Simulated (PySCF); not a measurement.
C3H7O2, SMILES COCC[O], multiplicity 2. Atoms are numbered in the order given.

```xyz
12

C      1.9986     0.3899     0.0274
O      1.1351    -0.6196    -0.4269
C     -0.1796    -0.2002    -0.6789
C     -1.0151    -0.0646     0.6133
O     -2.2888     0.3337     0.4064
H      2.0643     1.2287    -0.6940
H      1.6921     0.8095     1.0068
H      2.9976    -0.0537     0.1451
H     -0.6452    -0.9706    -1.3132
H     -0.2136     0.7601    -1.2307
H     -0.9255    -0.9837     1.2377
H     -0.5636     0.7467     1.2413
```
Charge 0, spin multiplicity 2.

Coordinates come from a B3LYP-D3(BJ)/def2-SVP optimisation. The isomer is the one that the SMILES or the coordinates give; other isomers of the formula were not compared. The values are those of a single conformer.

The numbers are results of B3LYP/def2-TZVP (PySCF), not measurements.

ESP charges are fitted to the potential on shells at 1.4 to 2.0 van der Waals radii. Atomic charges (e):

| atom | Mulliken | meta-Löwdin | ESP fit | Mulliken spin |
|---|---|---|---|---|
| C1 | -0.18 | ___ | -0.16 | 0.00 |
| O2 | -0.30 | -0.38 | -0.34 | 0.02 |
| C3 | 0.03 | ___ | 0.04 | 0.03 |
| C4 | -0.05 | 0.02 | 0.32 | -0.05 |
| O5 | -0.25 | -0.30 | -0.38 | 0.85 |
| H6 | 0.11 | ___ | 0.10 | 0.00 |
| H7 | 0.09 | ___ | 0.06 | 0.00 |
| H8 | 0.13 | ___ | 0.13 | 0.00 |
| H9 | 0.11 | 0.12 | 0.10 | 0.01 |
| H10 | 0.08 | 0.09 | 0.04 | 0.00 |
| H11 | 0.10 | ___ | 0.00 | 0.02 |
| H12 | 0.14 | ___ | 0.09 | 0.13 |

Task: Some entries are withheld; supply them. (Estimate from the structure and the level; the computed values follow.)

Result: 
- C1, meta-Löwdin: -0.11
- C3, meta-Löwdin: 0.00
- H6, meta-Löwdin: 0.09
- H7, meta-Löwdin: 0.09
- H8, meta-Löwdin: 0.13
- H11, meta-Löwdin: 0.10
- H12, meta-Löwdin: 0.14

Computed Mayer and Wiberg (Löwdin basis) orders of the bonds:
| bond | Mayer | Wiberg |
|---|---|---|
| C1–O2 | 0.97 | 1.53 |
| O2–C3 | 0.98 | 1.50 |
| C3–C4 | 0.91 | 1.21 |
| C4–O5 | 1.23 | 1.94 |
| C1–H6 | 0.97 | 0.93 |
| C1–H7 | 0.96 | 0.93 |
| C1–H8 | 0.97 | 0.93 |
| C3–H9 | 0.96 | 0.87 |
| C3–H10 | 0.96 | 0.87 |
| C4–H11 | 0.95 | 0.87 |
| C4–H12 | 0.89 | 0.80 |
